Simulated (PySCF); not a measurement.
## Electronic structure of I³⁺ (iodine, charge +3) at the PBE level

Configuration: [Kr] 4d10 5s2 5p2, high-spin 3P determinant. All numbers are calculated (PySCF 2.14, the spin-free X2C one-electron Hamiltonian (Gaussian nucleus), in ANO-RCC-VTZP (7s6p4d2f1g, 68 functions)).

* Total energy: -7112.75 hartree
* One-electron energy: -9690.19 hartree
* Hartree (Coulomb) energy: 2759.36 hartree
* Exchange-correlation energy: -181.92 hartree
* ⟨S²⟩: 2.0011
* ⟨L²⟩: 2.006
* Sum of ⟨r⟩: 29.58 bohr
* Sum of ⟨r²⟩: 35.05 bohr²
* Traceless quadrupole moment −½Σ⟨3z² − r²⟩ along its main axis: 1.90 e·bohr²
* Langevin diamagnetic susceptibility: -27.8 ×10⁻⁶ cm³/mol

```csv
shell,electrons,mean orbital energy (hartree),spread (hartree),"rms radius, mean of both spins (bohr)"
1s α,1,-1210.80295,0,0.0311
1s β,1,-1210.79989,0,0.0311
2s α,1,-188.14257,0,0.127
2s β,1,-188.14136,0,0.127
2p α,3,-169.14795,0.00330,0.113
2p β,3,-169.14550,0.00541,0.113
3s α,1,-38.94139,0,0.336
3s β,1,-38.93876,0,0.336
3p α,3,-32.76663,0.00874,0.336
3p β,3,-32.76363,0.01124,0.336
3d α,5,-23.45051,0.00788,0.314
3d β,5,-23.44771,0.01018,0.314
4s α,1,-7.81448,0,0.786
4s β,1,-7.80772,0,0.786
4p α,3,-5.87419,0.01964,0.844
4p β,3,-5.86692,0.02579,0.844
4d α,5,-3.02960,0.01995,0.989
4d β,5,-3.01783,0.02898,0.989
5s α,1,-1.73433,0,1.94
5s β,1,-1.66942,0,1.94
5p α,2,-1.28943,0,2.26
```

Densities and radii are taken from the X2C orbitals without a picture-change correction, which distorts them close to the nucleus.
